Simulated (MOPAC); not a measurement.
MOPAC input (PM3):

```
PM3 PRECISE GNORM=0.05 LET XYZ UHF MS=0.5 GEO-OK AUX(PRECISION=9) THREADS=1
H7N2Si2

N    -1.19239900 1    2.09739400 1    0.83419700 1
Si   -0.65248300 1    0.47416700 1    0.84480400 1
N     0.24086700 1   -0.07664700 1   -0.52089800 1
Si    1.12549600 1   -1.45650000 1   -1.03691800 1
H    -1.87055400 1    2.41781700 1    0.16053000 1
H    -0.57272200 1    2.84343900 1    1.10827300 1
H     0.18758000 1    0.32937700 1    2.05877700 1
H    -1.84191500 1   -0.41514200 1    0.87282200 1
H     2.38914300 1   -0.99576000 1   -1.66235300 1
H     1.45988800 1   -2.44450100 1    0.02185600 1
H     0.28712000 1   -2.12778700 1   -2.06339900 1
```

Output:

```
 *******************************************************************************
 **                                                                           **
 **                              MOPAC v23.2.5                                **
 **                                                                           **
 *******************************************************************************
 ** MOPAC's Digital Object Identifier: https://doi.org/10.5281/zenodo.6511958 **
 **                                                                           **
 ** Please cite the open-source release paper for use of this MOPAC version:  **
 ** J. E. Moussa and J. J. P. Stewart (2026)                                  **
 ** MOPAC: An open-source semiempirical molecular orbital program             **
 ** J. Open Source Softw., 11(119), 8025, https://doi.org/10.21105/joss.08025 **
 *******************************************************************************

                              PM3 CALCULATION RESULTS

 *******************************************************************************
 *  PM3        - The PM3 Hamiltonian to be used
 *  GEO-OK     - OVERRIDE INTERATOMIC DISTANCE AND OTHER SAFETY CHECKS
 *  UHF        - UNRESTRICTED HARTREE-FOCK CALCULATION
 *  MS=        - IN MECI, MAGNETIC COMPONENT OF SPIN =  0.5
 *  LET        - OVERRIDE SOME SAFETY CHECKS
 *  PRECISE    - TIGHTER CRITERIA TO BE USED
 *  XYZ        - CARTESIAN COORDINATE SYSTEM TO BE USED
 *  GNORM      - EXIT WHEN GRADIENT NORM DROPS BELOW 0.050
 *  AUX        - OUTPUT AUXILIARY INFORMATION
 *******************************************************************************
PM3 PRECISE GNORM=0.05 LET XYZ UHF MS=0.5 GEO-OK AUX(PRECISION=9) THREADS=1
 H7N2Si2

   ATOM   CHEMICAL          X               Y               Z
  NUMBER   SYMBOL      (ANGSTROMS)     (ANGSTROMS)     (ANGSTROMS)

     1       N         -1.19239900  *   2.09739400  *   0.83419700  *
     2      Si         -0.65248300  *   0.47416700  *   0.84480400  *
     3       N          0.24086700  *  -0.07664700  *  -0.52089800  *
     4      Si          1.12549600  *  -1.45650000  *  -1.03691800  *
     5       H         -1.87055400  *   2.41781700  *   0.16053000  *
     6       H         -0.57272200  *   2.84343900  *   1.10827300  *
     7       H          0.18758000  *   0.32937700  *   2.05877700  *
     8       H         -1.84191500  *  -0.41514200  *   0.87282200  *
     9       H          2.38914300  *  -0.99576000  *  -1.66235300  *
    10       H          1.45988800  *  -2.44450100  *   0.02185600  *
    11       H          0.28712000  *  -2.12778700  *  -2.06339900  *

          CARTESIAN COORDINATES

    NO.       ATOM           X           Y           Z

     1         N         -1.1924      2.0974      0.8342
     2        Si         -0.6525      0.4742      0.8448
     3         N          0.2409     -0.0766     -0.5209
     4        Si          1.1255     -1.4565     -1.0369
     5         H         -1.8706      2.4178      0.1605
     6         H         -0.5727      2.8434      1.1083
     7         H          0.1876      0.3294      2.0588
     8         H         -1.8419     -0.4151      0.8728
     9         H          2.3891     -0.9958     -1.6624
    10         H          1.4599     -2.4445      0.0219
    11         H          0.2871     -2.1278     -2.0634

  H: (PM3): J. J. P. STEWART, J. COMP. CHEM. 10, 209 (1989).
  N: (PM3): J. J. P. STEWART, J. COMP. CHEM. 10, 209 (1989).
 Si: (PM3): J. J. P. STEWART, J. COMP. CHEM. 10, 209 (1989).

           Empirical Formula: H7 N2 Si2  =    11 atoms

      MOLECULAR POINT GROUP   :   C1

          UHF CALCULATION, NO. OF ALPHA ELECTRONS =   13
                           NO. OF BETA  ELECTRONS =   12

          Geometry optimization using EF

          DIAGONAL MATRIX USED AS START HESSIAN

 CYCLE:     1  GRAD.:    75.547 HEAT: -1.523443
 CYCLE:     2  GRAD.:   245.693 HEAT:  13.30977
 CYCLE:     3  GRAD.:    97.740 HEAT:  1.413619
 CYCLE:     4  GRAD.:   137.590 HEAT: 0.7671634E-01
 CYCLE:     5  GRAD.:    88.388 HEAT: -3.134216
 CYCLE:     6  GRAD.:   227.987 HEAT:  10.57294
 CYCLE:     7  GRAD.:    83.539 HEAT: -2.227834
 CYCLE:     8  GRAD.:   154.795 HEAT:  2.358754
 CYCLE:     9  GRAD.:   148.532 HEAT: 0.4353061
 CYCLE:    10  GRAD.:   146.556 HEAT:  2.784753
 CYCLE:    11  GRAD.:    31.666 HEAT: -5.416600
 CYCLE:    12  GRAD.:    33.601 HEAT: -5.346114
 CYCLE:    13  GRAD.:     6.727 HEAT: -6.074770
 CYCLE:    14  GRAD.:     4.513 HEAT: -6.129415
 CYCLE:    15  GRAD.:     6.384 HEAT: -6.214070
 CYCLE:    16  GRAD.:     4.994 HEAT: -6.318249
 CYCLE:    17  GRAD.:     3.743 HEAT: -6.321385
 CYCLE:    18  GRAD.:     1.025 HEAT: -6.333666
 CYCLE:    19  GRAD.:     0.908 HEAT: -6.336097
 CYCLE:    20  GRAD.:     1.090 HEAT: -6.339518
 CYCLE:    21  GRAD.:     0.975 HEAT: -6.342818
 CYCLE:    22  GRAD.:     0.760 HEAT: -6.345558
 CYCLE:    23  GRAD.:     1.033 HEAT: -6.351117
 CYCLE:    24  GRAD.:     1.569 HEAT: -6.360462
 CYCLE:    25  GRAD.:     1.329 HEAT: -6.366389
 CYCLE:    26  GRAD.:     0.528 HEAT: -6.369778
 CYCLE:    27  GRAD.:     0.508 HEAT: -6.370972
 CYCLE:    28  GRAD.:     0.362 HEAT: -6.371682
 CYCLE:    29  GRAD.:     0.346 HEAT: -6.372482
 CYCLE:    30  GRAD.:     0.446 HEAT: -6.373259
 CYCLE:    31  GRAD.:     0.719 HEAT: -6.375132
 CYCLE:    32  GRAD.:     1.123 HEAT: -6.379123
 CYCLE:    33  GRAD.:     2.349 HEAT: -6.387924
 CYCLE:    34  GRAD.:     1.404 HEAT: -6.395455
 CYCLE:    35  GRAD.:     0.781 HEAT: -6.409046
 CYCLE:    36  GRAD.:     1.625 HEAT: -6.413782
 CYCLE:    37  GRAD.:     1.255 HEAT: -6.418316
 CYCLE:    38  GRAD.:     0.758 HEAT: -6.422133
 CYCLE:    39  GRAD.:     1.000 HEAT: -6.424402
 CYCLE:    40  GRAD.:     0.359 HEAT: -6.425196
 CYCLE:    41  GRAD.:     0.269 HEAT: -6.425782
 CYCLE:    42  GRAD.:     3.409 HEAT: -6.406163
 CYCLE:    43  GRAD.:     0.712 HEAT: -6.427862
 CYCLE:    44  GRAD.:     0.509 HEAT: -6.428721
 CYCLE:    45  GRAD.:     0.703 HEAT: -6.429969
 CYCLE:    46  GRAD.:     0.174 HEAT: -6.430668
 CYCLE:    47  GRAD.:     0.188 HEAT: -6.431183
 CYCLE:    48  GRAD.:     0.267 HEAT: -6.431939
 CYCLE:    49  GRAD.:     0.279 HEAT: -6.432134
 CYCLE:    50  GRAD.:     0.520 HEAT: -6.432568
 CYCLE:    51  GRAD.:     0.531 HEAT: -6.432975
 CYCLE:    52  GRAD.:     0.189 HEAT: -6.433206
 CYCLE:    53  GRAD.:     0.074 HEAT: -6.433249
 CYCLE:    54  GRAD.:     0.052 HEAT: -6.433236
 CYCLE:    55  GRAD.:     0.015 HEAT: -6.433254

     GRADIENT =  0.01530 IS LESS THAN CUTOFF =  0.05000

 -------------------------------------------------------------------------------
 PM3 PRECISE GNORM=0.05 LET XYZ UHF MS=0.5 GEO-OK AUX(PRECISION=9) THREADS=1
 H7N2Si2

     GEOMETRY OPTIMISED USING EIGENVECTOR FOLLOWING (EF).
     SCF FIELD WAS ACHIEVED

                              PM3 CALCULATION
                                                       MOPAC v23.2.5 Linux

          FINAL HEAT OF FORMATION =         -6.43325 KCAL/MOL =     -26.91674 KJ/MOL

          COSMO AREA              =        139.90 SQUARE ANGSTROMS
          COSMO VOLUME            =        133.01 CUBIC ANGSTROMS

          GRADIENT NORM           =          0.01530          =       0.00461 PER ATOM
          IONIZATION POTENTIAL    =          8.770864 EV
          ALPHA SOMO LUMO (EV)    =         -9.001  0.322
          BETA  SOMO LUMO (EV)    =         -8.771  0.079
          NO. OF ALPHA ELECTRONS  =         13
          NO. OF BETA  ELECTRONS  =         12
          MOLECULAR WEIGHT        =         91.2397         POINT GROUP:  Cs

          MOLECULAR DIMENSIONS (Angstroms)

            Atom       Atom       Distance
            H     9    H     5     5.77487
            H    11    H     7     4.22662
            H     8    H     6     3.31430

          SCF CALCULATIONS        =         56

   ATOM   CHEMICAL          X               Y               Z
  NUMBER   SYMBOL      (ANGSTROMS)     (ANGSTROMS)     (ANGSTROMS)

     1       N         -1.24232574  *   2.09346713  *   0.83791740  *
     2      Si         -0.58387825  *   0.42942316  *   0.89091558  *
     3       N          0.25697735  *   0.04975987  *  -0.58953223  *
     4      Si          1.06612651  *  -1.42731831  *  -1.03367338  *
     5       H         -1.93569214  *   2.24665137  *   0.13591818  *
     6       H         -0.55383713  *   2.81387050  *   0.77440384  *
     7       H          0.34910531  *   0.32046314  *   2.06931886  *
     8       H         -1.72459610  *  -0.53059849  *   1.11016820  *
     9       H          2.50812187  *  -1.13703626  *  -1.33115887  *
    10       H          1.02015172  *  -2.50538164  *   0.00827532  *
    11       H          0.45259838  *  -1.97496455  *  -2.28896989  *

                             CARTESIAN COORDINATES

   1    N       -1.242325741     2.093467127     0.837917403
   2   Si       -0.583878246     0.429423164     0.890915580
   3    N        0.256977347     0.049759872    -0.589532230
   4   Si        1.066126506    -1.427318314    -1.033673381
   5    H       -1.935692143     2.246651367     0.135918182
   6    H       -0.553837134     2.813870505     0.774403842
   7    H        0.349105314     0.320463145     2.069318862
   8    H       -1.724596100    -0.530598494     1.110168196
   9    H        2.508121866    -1.137036258    -1.331158867
  10    H        1.020151721    -2.505381639     0.008275316
  11    H        0.452598378    -1.974964554    -2.288969887

           Empirical Formula: H7 N2 Si2  =    11 atoms

      MOLECULAR POINT GROUP   :   Cs

          ALPHA EIGENVALUES
 -27.60030 -24.21639 -16.10137 -15.41727 -15.32364 -13.12593 -13.12531 -12.72565
 -11.43210 -11.26719  -9.61126  -9.42328  -9.00063   0.32165   0.88104   1.15334
   1.55433   2.05658   2.21453   2.25725   2.94299   4.86192   5.86996

           BETA EIGENVALUES
 -27.59895 -23.43961 -15.87305 -15.33292 -15.06599 -13.02636 -12.44308 -12.06461
 -11.25664 -10.81730  -9.11525  -8.77086   0.07892   0.53717   1.09254   1.28686
   1.65529   2.32245   2.34029   3.08008   3.13417   4.85017   5.86849

              NET ATOMIC CHARGES AND DIPOLE CONTRIBUTIONS

  ATOM NO.   TYPE          CHARGE      No. of ELECS.   s-Pop       p-Pop
    1          N          -0.181742        5.1817     1.43208     3.74966
    2         Si           0.580430        3.4196     0.98629     2.43328
    3          N          -0.431322        5.4313     1.64869     3.78263
    4         Si           0.551285        3.4487     0.94189     2.50682
    5          H           0.035700        0.9643     0.96430
    6          H           0.035718        0.9643     0.96428
    7          H          -0.117407        1.1174     1.11741
    8          H          -0.117485        1.1175     1.11749
    9          H          -0.105078        1.1051     1.10508
   10          H          -0.144969        1.1450     1.14497
   11          H          -0.105128        1.1051     1.10513
 DIPOLE           X         Y         Z       TOTAL
 POINT-CHG.    -0.108    -0.210     0.421     0.483
 HYBRID         0.465    -0.433    -0.624     0.891
 SUM            0.357    -0.643    -0.203     0.763

          ATOMIC ORBITAL ELECTRON POPULATIONS

     Atom    s        px        py        pz
    1  N   1.43208   1.15900   1.05756   1.53310
    2 Si   0.98629   0.83794   0.81317   0.78217
    3  N   1.64869   1.05377   1.36782   1.36104
    4 Si   0.94189   0.85978   0.77987   0.86717
    5  H   0.96430
    6  H   0.96428
    7  H   1.11741
    8  H   1.11749
    9  H   1.10508
   10  H   1.14497
   11  H   1.10513

                    (SZ)    =    0.500000
                    (S**2)  =    0.768619

          ATOMIC ORBITAL SPIN POPULATIONS

    Atom   Total    s     px     py     pz
         Atomic
    1  N  0.0010 -0.002  0.001  0.003 -0.002
    2 Si -0.1551 -0.028 -0.057 -0.025 -0.045
    3  N  0.9855  0.017  0.665  0.138  0.166
    4 Si -0.1608 -0.028 -0.063 -0.031 -0.039
    5  H -0.0020 -0.002
    6  H -0.0020 -0.002
    7  H  0.0824  0.082
    8  H  0.0821  0.082
    9  H  0.0830  0.083
   10  H  0.0032  0.003
   11  H  0.0826  0.083

 **********************
 *                    *
 * JOB ENDED NORMALLY *
 *                    *
 **********************

 == MOPAC DONE ==
```

The geometry given is a B3LYP-D3(BJ)/def2-TZVP minimum.
